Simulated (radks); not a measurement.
Values are calculated unless marked as measured or tabulated.
Trend from Rb+ to Xe+: ionisation energy by Delta-SCF between NIST ground configurations, and size. Code: a radial shooting solver on a logarithmic mesh with Libxc functionals. Model: scalar-relativistic Kohn-Sham, PBEsol, spin-polarised, spherical densities, finite nucleus; open shells are filled with parallel spins first (spin-orbit coupling, left out, can overturn this in heavy ions); Fermi nuclear charge, rms radius of each element as measured or else 0.836 A^(1/3) + 0.57 fm.

species      configuration  IE (eV)  NIST (eV)       kind  outermost  <r> outermost (bohr)  r at 0.001 e/bohr^3 (bohr)
Rb+                   [Kr]   27.361     27.290       exp.         4p                  1.71                        3.63
Sr+               [Kr] 5s1   11.125     11.030       exp.         5s                  3.85                        4.47
Zr+           [Kr] 4d2 5s1   13.483     13.130       exp.         5s                  3.34                        4.44
Nb+               [Kr] 4d4   14.916     14.320  semi-emp.         4d                  2.03                        4.03
Mo+               [Kr] 4d5   16.529       16.2  semi-emp.         4d                  1.87                        3.94
Tc+           [Kr] 4d5 5s1   15.626     15.260  semi-emp.         5s                  2.94                        4.15
Ru+               [Kr] 4d7   16.730       16.8  semi-emp.         4d                  1.66                        3.81
Rh+               [Kr] 4d8   18.536     18.080  semi-emp.         4d                  1.56                        3.73
Pd+               [Kr] 4d9   20.262       19.4  semi-emp.         4d                  1.47                        3.66
Ag+              [Kr] 4d10   21.934     21.484       exp.         4d                  1.39                        3.58
Cd+          [Kr] 4d10 5s1   17.359     16.908       exp.         5s                  2.62                        3.85
In+          [Kr] 4d10 5s2   18.978     18.870       exp.         5s                  2.47                        3.98
Sn+      [Kr] 4d10 5s2 5p1   14.192     14.633       exp.         5p                  2.88                        4.20
Sb+      [Kr] 4d10 5s2 5p2   16.566      16.63       exp.         5p                  2.64                        4.25
Te+      [Kr] 4d10 5s2 5p3   18.766       18.6       exp.         5p                  2.46                        4.21
I+       [Kr] 4d10 5s2 5p4   18.657     19.131       exp.         5p                  2.33                        4.17
Xe+      [Kr] 4d10 5s2 5p5   21.148     20.975  semi-emp.         5p                  2.19                        4.11

Reference values: NIST Atomic Spectra Database (exp. = measured, semi-emp. = semi-empirical, theory = theoretical value adopted there). Open shells are spherical and high-spin; term and fine-structure splittings are not resolved. Spin-orbit splitting is averaged out at the scalar-relativistic level.
